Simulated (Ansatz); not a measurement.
Total energies of SnGe5 from Ansatz at PBE0-D4/def2-SVP, gas phase (1 Eh = 27.2114 eV = 2625.5 kJ/mol). The reference geometry is relaxed at r2SCAN-D4/def2-SVP.

```xyz
6

Ge    1.131    0.921   -0.101
Ge   -1.154   -0.898   -0.016
Ge    0.385   -0.392    1.951
Ge   -1.183    1.521    0.747
Ge    1.258   -1.598   -0.361
Sn   -0.437    0.447   -2.219
```

| state | geometry | energy (Eh) |
| --- | --- | --- |
| charge 0 singlet | reference | -10596.89200 |
| charge 1 doublet | reference | -10596.60977 |
| charge -1 doublet | reference | -10596.93928 |
| charge -1 doublet | relaxed at r2SCAN-D4/def2-SVPD | -10596.96319 |
| free Ge atom (triplet) | – | -2076.39507 |
| free Sn atom (triplet) | – | -214.25429 |

In the def2 sets Sn takes a core potential; there is no spin–orbit coupling.

**Question.** Work out the vertical ionisation energy to the doublet.

**Answer.** E(charge 1 doublet) − E(charge 0 singlet) = -10596.60977 − (-10596.89200) = 0.28223 Eh = 7.68 eV. For comparison, −ε of the highest occupied level is 6.14 eV at this level, 1.54 eV less.

**Question.** Work out the vertical electron affinity, to the doublet.

**Answer.** E(charge 0 singlet) − E(charge -1 doublet) = -10596.89200 − (-10596.93928) = 0.04728 Eh = 1.29 eV. The basis lacks diffuse functions, which makes affinities too small.

**Question.** Give the fundamental gap IE − EA, the Mulliken electronegativity (IE + EA)/2 and the hardness (IE − EA)/2.

**Answer.** From the values in Eh: IE − EA = 0.28223 − 0.04728 = 0.23495 Eh = 6.39 eV; (IE + EA)/2 = 4.48 eV; (IE − EA)/2 = 3.20 eV. The HOMO–LUMO gap of the same run is 3.40 eV, 2.99 eV smaller than the fundamental gap.

**Question.** How much does the charge -1 doublet relax, and what is the adiabatic electron affinity?

**Answer.** Relaxation: -10596.93928 − (-10596.96319) = 0.02391 Eh = 0.65 eV. Adiabatic electron affinity: 0.07119 Eh = 1.94 eV, without zero-point energy. 

**Question.** What is the binding energy per atom against free atoms?

**Answer.** Atoms: 5 × (-2076.39507) + 1 × (-214.25429) = -10596.22964 Eh. Binding: -10596.22964 − (-10596.89200) = 0.66236 Eh = 18.02 eV, or 3.00 eV for each of 6 atoms (no zero-point energy, no counterpoise term).

The restricted singlet is unstable towards broken spin symmetry in Hartree–Fock (as tested in another run); at PBE0-D4/def2-SVP this wasn't settled. At PBE0-D4/def2-SVP the highest occupied level of the charge -1 doublet lies above zero (up to 0.20 eV). By energy differences its removal costs 1.29 eV (vertical, to the charge 0 singlet, at PBE0-D4/def2-SVP); self-interaction error and the lack of diffuse functions both raise the level.  

The structure comes from a short search, and lower isomers may exist.
